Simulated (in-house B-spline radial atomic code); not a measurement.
Mg. Computed with a B-spline radial atomic code. Model: non-relativistic spherical atom: semilocal Troullier-Martins pseudo-atom, one channel per l, against all electrons, high spin, G0W0 and RPA with empty states to l = 8, local potential for every l without a channel, a model core (radius 0 = none) keeps its share of the functional.

What the tables leave out is listed at the end.

The pseudopotential gives back the lowest level of each angular momentum of its own functional in the configuration it was made in; a second state of the same l is only approximately right. Exact exchange, RPA and GW see the smooth pseudo-orbitals and miss the exchange with the core, for which the functional's share stands in. The column with an uncorrelated core keeps all orbitals and exact exchange, and so separates missing core correlation from pseudisation. Only the three outermost levels and the lowest empty one were computed. RPA here is direct RPA, with no exchange kernel, and its energies carry an (l + 1/2)⁻⁴ tail. A hybrid on a potential with a model core restores only its own semilocal share of the core's exchange.

Command:
```bash
python run_psgw.py task.json out
```
Settings (lengths in bohr, energies in hartree):
```
Z                      12
electrons              12
configuration          [Ne] 3s2
generated_in           [Ne] 3s2
functional             pbe,pbe
core_shells            2
radius_factor          1
core_correction        False
ion_configuration      [Ne] 3s1
```

Run time, properties included: 26 s on 1 thread of Arm Neoverse V2, on a shared host.

Given: made with PBE; model core radius 0 bohr; local radius 0.99 bohr; mean-field start PBE.

Valence shells of the generating configuration: 2p, 3s.

Channel: s 2.555, p 0.714 (radii in bohr).

Computed: largest level miss in the spin-unpolarised generating configuration 0 eV; valence RPA correlation energy all-electron orbitals -0.42175 hartree; valence RPA correlation energy pseudo -0.52504 hartree; all-electron RPA polarisability, core included 53.999 bohr³; pseudo-atom RPA polarisability 54.03 bohr³; ionisation by mean-field pseudo minus all -0.022 eV; ionisation by RPA pseudo minus all 0.141 eV.

```tsv
level	occupied	mean-field all-electron (eV)	mean-field pseudo minus all (eV)	G0W0 all-electron (eV)	G0W0 uncorrelated core minus all (eV)	G0W0 pseudo minus all (eV)	exchange self-energy all-electron (eV)	exchange self-energy pseudo (eV)
3s	1	-4.6989	0	-7.5139	-0.023	-0.156	-8.9708	-8.5838
```

**Question.** What is the ionisation by RPA all-electron?

**Answer.** 8.0263 eV.

**Question.** What is the ionisation by mean-field all-electron?

**Answer.** 7.6121 eV.

Given: mean-field start PBE0.

Computed: valence RPA correlation energy pseudo -0.50053 hartree; all-electron RPA polarisability, core included 46.37 bohr³; pseudo-atom RPA polarisability 45.182 bohr³; ionisation by mean-field all-electron 7.5415 eV; ionisation by mean-field pseudo minus all 0.042 eV; ionisation by RPA pseudo minus all 0.139 eV.

```json
{"level": "3s", "occupied": "1", "mean-field all-electron (eV)": "-5.4255", "mean-field pseudo minus all (eV)": "-0.038", "G0W0 all-electron (eV)": "-7.6709", "G0W0 uncorrelated core minus all (eV)": "-0.022", "G0W0 pseudo minus all (eV)": "-0.167", "exchange self-energy all-electron (eV)": "-8.8703", "exchange self-energy pseudo (eV)": "-8.6621"}
```

**Question.** What is the ionisation by RPA all-electron?

**Answer.** 7.8399 eV.

**Question.** What is the valence RPA correlation energy all-electron orbitals?

**Answer.** -0.39684 hartree.

Given: mean-field start Hartree-Fock.

Computed: valence RPA correlation energy all-electron orbitals -0.34302 hartree; valence RPA correlation energy pseudo -0.44621 hartree; pseudo-atom RPA polarisability 32.359 bohr³; ionisation by mean-field all-electron 6.6054 eV; ionisation by mean-field pseudo minus all 0.219 eV; ionisation by RPA all-electron 7.496 eV.

```
level  occupied  mean-field all-electron (eV)  mean-field pseudo minus all (eV)  G0W0 all-electron (eV)  G0W0 uncorrelated core minus all (eV)  G0W0 pseudo minus all (eV)  exchange self-energy all-electron (eV)  exchange self-energy pseudo (eV)
   3s         1                       -6.8859                            -0.251                 -7.6891                                 -0.015                      -0.131                                 -8.5008                           -8.8136
   2p         1                       -62.103                             4.643                 -59.463                                 -0.544                       3.472                                 -52.848                           -42.962
```

**Question.** What is the ionisation by RPA pseudo minus all?

**Answer.** 0.157 eV.

**Question.** What is the all-electron RPA polarisability, core included?

**Answer.** 36.286 bohr³.

Among the listed levels the largest G0W0 shift of the pseudo-atom is +3.47 eV, for 2p on the Hartree-Fock start, while leaving the core uncorrelated moves that level by -0.54 eV. So pseudisation and the lost core exchange, not the missing core correlation, make the error. Not in the tables (levels of low weight, unsolved or above zero; the highest and the empty levels are kept at any weight): on PBE the G0W0 levels 2p (pseudo minus all +2.36 eV, weights 0.06 and 0.07), 3p (pseudo minus all +0.05 eV, weights 0.86 and 0.86); on PBE0 the G0W0 levels 2p (pseudo minus all +3.34 eV, weights 0.57 and 0.03), 3p (pseudo minus all +0.06 eV, weights 0.91 and 0.91).
